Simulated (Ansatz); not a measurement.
`COc1ccc(-c2ccc(/C=C/c3ccc(/C=C/c4ccc(/C=C/c5ccc(C(F)=C(F)F)cc5)cc4)cc3)cc2)cc1` with charge -1. Charge -1, multiplicity 2. Geometry r2SCAN-D4/def2-SVP, that of the neutral singlet; atoms count from 1.

```xyz
72

C    11.306   -9.898   -3.946
O    11.375   -9.101   -2.785
C    10.366   -8.232   -2.542
C    10.476   -7.467   -1.367
C     9.491   -6.546   -1.036
C     8.357   -6.353   -1.855
C     7.314   -5.371   -1.502
C     5.958   -5.590   -1.831
C     4.973   -4.666   -1.508
C     5.288   -3.465   -0.833
C     4.302   -2.456   -0.476
C     2.964   -2.505   -0.703
C     1.983   -1.491   -0.355
C     0.619   -1.721   -0.652
C    -0.365   -0.790   -0.352
C    -0.040    0.438    0.268
C    -1.017    1.458    0.603
C    -2.363    1.394    0.419
C    -3.336    2.421    0.748
C    -2.995    3.687    1.277
C    -3.972    4.627    1.568
C    -5.346    4.368    1.353
C    -6.319    5.396    1.682
C    -7.671    5.301    1.588
C    -8.640    6.334    1.915
C   -10.019    6.042    1.812
C   -10.998    6.980    2.113
C   -10.635    8.277    2.537
C   -11.596    9.317    2.870
F   -11.076   10.496    3.267
C   -12.943    9.277    2.840
F   -13.653    8.226    2.483
F   -13.705   10.294    3.170
C    -9.259    8.582    2.641
C    -8.290    7.636    2.337
C    -5.688    3.104    0.821
C    -4.710    2.164    0.528
C     1.324    0.668    0.566
C     2.307   -0.264    0.267
C     6.643   -3.250   -0.502
C     7.630   -4.176   -0.825
C     8.265   -7.129   -3.023
C     9.249   -8.056   -3.374
H    12.206  -10.527   -3.946
H    10.411  -10.547   -3.942
H    11.296   -9.282   -4.863
H    11.345   -7.627   -0.725
H     9.584   -5.982   -0.104
H     5.672   -6.521   -2.328
H     3.936   -4.886   -1.777
H     4.716   -1.576    0.029
H     2.548   -3.389   -1.201
H     0.338   -2.663   -1.136
H    -1.403   -1.015   -0.607
H    -0.593    2.364    1.053
H    -2.790    0.483   -0.017
H    -1.947    3.939    1.459
H    -3.678    5.600    1.975
H    -5.883    6.333    2.049
H    -8.109    4.358    1.238
H   -10.323    5.042    1.486
H   -12.048    6.701    2.018
H    -8.959    9.581    2.963
H    -7.238    7.917    2.428
H    -6.735    2.856    0.629
H    -5.004    1.194    0.115
H     1.606    1.612    1.046
H     3.347   -0.035    0.516
H     6.921   -2.324    0.012
H     8.672   -3.956   -0.578
H     7.417   -6.985   -3.699
H     9.139   -8.625   -4.299
```

Single mean-field runs in def2-SVP are fitted with def2-universal-jkfit.

**Question.** Estimate the Mulliken populations of the heavy atoms from the PBE0/def2-SVP orbitals of Ansatz.

**Answer.** 
```
atom  charge (e)  spin (α − β)
  C1        0.11          0.00
  O2       -0.35          0.00
  C3        0.21          0.02
  C4       -0.04         -0.01
  C5       -0.04          0.02
  C6        0.03         -0.02
  C7        0.02          0.08
  C8       -0.04         -0.04
  C9       -0.04          0.06
 C10        0.04         -0.02
 C11       -0.04          0.12
 C12       -0.02         -0.01
 C13        0.02          0.09
 C14       -0.04         -0.03
 C15       -0.04          0.06
 C16        0.03          0.03
 C17       -0.04          0.09
 C18       -0.03          0.06
 C19        0.03          0.05
 C20       -0.04          0.05
 C21       -0.04         -0.02
 C22        0.02          0.08
 C23       -0.02          0.02
 C24       -0.04          0.12
 C25        0.04         -0.01
 C26       -0.05          0.04
 C27       -0.03         -0.03
 C28       -0.06          0.10
 C29        0.18         -0.04
 F30       -0.22          0.00
 C31        0.29          0.08
 F32       -0.17          0.00
 F33       -0.17          0.00
 C34       -0.03         -0.04
 C35       -0.04          0.07
 C36       -0.03          0.02
 C37       -0.05          0.00
 C38       -0.05          0.02
 C39       -0.03          0.01
 C40       -0.05          0.04
 C41       -0.03         -0.03
 C42       -0.04          0.02
 C43       -0.11         -0.01
```
Mulliken values depend strongly on the basis.

**Question.** Where does the spin sit?

**Answer.** Summed by element: C 1.03, O 0.00, F 0.01, H -0.04, of 1 unpaired in all. Largest on single atoms: C11 0.12, C24 0.12, C28 0.10.

**Question.** And the Mayer bond orders between heavy atoms (over 0.3, the first 40 of 47)?

**Answer.** C1–O2 0.96 (1.41 Å); O2–C3 1.09 (1.35 Å); C3–C4 1.35 (1.41 Å); C3–C43 1.31 (1.40 Å); C4–C5 1.42 (1.39 Å); C5–C6 1.34 (1.41 Å); C6–C7 1.03 (1.48 Å); C6–C42 1.39 (1.41 Å); C7–C8 1.33 (1.41 Å); C7–C41 1.35 (1.41 Å); C8–C9 1.45 (1.39 Å); C9–C10 1.30 (1.41 Å); C10–C11 1.15 (1.46 Å); C10–C40 1.31 (1.41 Å); C11–C12 1.59 (1.36 Å); C12–C13 1.18 (1.45 Å); C13–C14 1.28 (1.42 Å); C13–C39 1.28 (1.41 Å); C14–C15 1.47 (1.39 Å); C15–C16 1.27 (1.41 Å); C16–C17 1.19 (1.45 Å); C16–C38 1.27 (1.42 Å); C17–C18 1.55 (1.36 Å); C18–C19 1.20 (1.45 Å); C19–C20 1.27 (1.41 Å); C19–C37 1.27 (1.42 Å); C20–C21 1.48 (1.39 Å); C21–C22 1.27 (1.42 Å); C22–C23 1.19 (1.45 Å); C22–C36 1.27 (1.41 Å); C23–C24 1.57 (1.36 Å); C24–C25 1.17 (1.45 Å); C25–C26 1.29 (1.41 Å); C25–C35 1.29 (1.41 Å); C26–C27 1.45 (1.39 Å); C27–C28 1.30 (1.41 Å); C28–C29 1.06 (1.45 Å); C28–C34 1.31 (1.41 Å); C29–F30 1.03 (1.35 Å); C29–C31 1.60 (1.35 Å).
